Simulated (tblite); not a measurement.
Species: C₈H₅Cl (charge +1 and doublet state).
SMILES with atom numbers: `[CH+:1]=[C:2][c:3]1[cH:4][cH:5][cH:6][cH:7][c:8]1[Cl:9]` (hydrogens: H10 on C1; H11 on C4; H12 on C5; H13 on C6; H14 on C7)

Structure used (GFN2-xTB), in Å, numbered top down from 1:
```
atom  x, y, z in Å
C1     3.221   -0.373    0.723
C2     2.046   -0.235    0.459
C3     0.691   -0.107    0.151
C4    -0.074   -1.238   -0.162
C5    -1.411   -1.105   -0.464
C6    -2.023    0.167   -0.463
C7    -1.296    1.298   -0.159
C8     0.061    1.189    0.150
Cl9    0.978    2.559    0.520
H10    4.244   -0.493    0.952
H11    0.401   -2.207   -0.161
H12   -2.001   -1.977   -0.705
H13   -3.072    0.252   -0.704
H14   -1.766    2.270   -0.158
```

Computed values, GFN2-xTB/tblite, gas phase, harmonic and unscaled. Errors from tens to a few hundred cm⁻¹ against measured bands are possible. Open shells enter through the occupations alone, without spin polarisation, and single modes of such species can be off by tens of per cent.

**Question.** How many normal modes are there?

**Answer.** 14 atoms, non-linear: 3N − 6 = 36.

**Question.** What is the point group of the computed structure, and how do the modes divide by symmetry?

**Answer.** Cs. The vibrations span 25 a′ + 11 a″.

**Question.** How many distinct wavenumbers does the calculation give?

**Answer.** 36: Cs has no degenerate species.

**Question.** How many fundamentals are allowed in the infrared by symmetry?

**Answer.** 36 of 36: in Cs every mode is allowed. All fundamentals are allowed in the Raman spectrum.

**Question.** Zero-point energy?

**Answer.** ½Σν̃ = 20895 cm⁻¹ = 59.7 kcal/mol (36 modes), 25.6 kcal/mol of it from above 1550 cm⁻¹.

**Question.** How far is the lowest real mode excited at 77 K, as a harmonic oscillator?

**Answer.** 83.1 cm⁻¹ is a vibrational temperature θ of 120 K. The population of v = 1 over v = 0 is exp(−θ/T) = 0.21, and the mean quantum number is 0.27.

Hardware: an AMD EPYC with one thread (shared host). Cost: 1.1 s of wall time. The figure is for the frequency step alone.
